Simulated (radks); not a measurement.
The numbers below are computed, except where a source is named.
The bromine ion Br+ inside a hard spherical wall (all orbitals vanish at R), configuration held at [Ar] 3d10 4s2 4p4 and not refilled when levels cross. Level of theory: non-relativistic Kohn-Sham, LDA (Slater exchange, Perdew-Wang correlation), spin-polarised, spherical densities, point nucleus; open shells are filled with parallel spins first (a radial shooting solver on a logarithmic mesh with Libxc functionals). Eigenvalues in eV for spin up, with the zero of energy where the potential of the charges vanishes at infinity; a dash marks a level that is unbound or too diffuse for the functional's potential to be trusted. A positive occupied level is held by the wall or, in an anion where self-interaction has pushed it up, behind a barrier. The pressure on the wall is -dE/dV.

R (bohr)  E (hartree)  kinetic (hartree)    e(3p)    e(3d)    e(4s)    e(4p)  e(5s, empty)  e(4d, empty)  pressure (GPa)
free      -2570.16636           2567.955  -182.60  -79.841  -30.466  -18.280        -5.580        -4.001               0
20        -2570.16636           2567.955  -182.60  -79.841  -30.466  -18.280        -5.580        -4.001        < 0.0001
15        -2570.16636           2567.955  -182.60  -79.841  -30.466  -18.280        -5.579        -4.000        < 0.0001
12        -2570.16636           2567.955  -182.60  -79.841  -30.466  -18.280        -5.571        -3.993        < 0.0001
10        -2570.16636           2567.955  -182.60  -79.841  -30.466  -18.280        -5.518        -3.962        < 0.0001
8         -2570.16631           2567.956  -182.59  -79.837  -30.463  -18.277        -5.199        -3.809         0.00339
5         -2570.14727           2568.121  -181.96  -79.204  -29.998  -17.766         0.401        -1.571            3.50
4         -2570.03224           2568.858  -179.78  -77.049  -28.404  -15.875        11.071         2.580            38.2
3.5       -2569.81048           2570.028  -176.97  -74.278  -26.196  -13.173        23.384         7.362             133
2.5       -2567.51497           2579.138  -162.20  -59.736  -10.515    5.754        94.067        34.875            2080
1.5       -2542.21423           2656.800  -101.54    2.866   117.27   144.31        485.70        188.67           81100
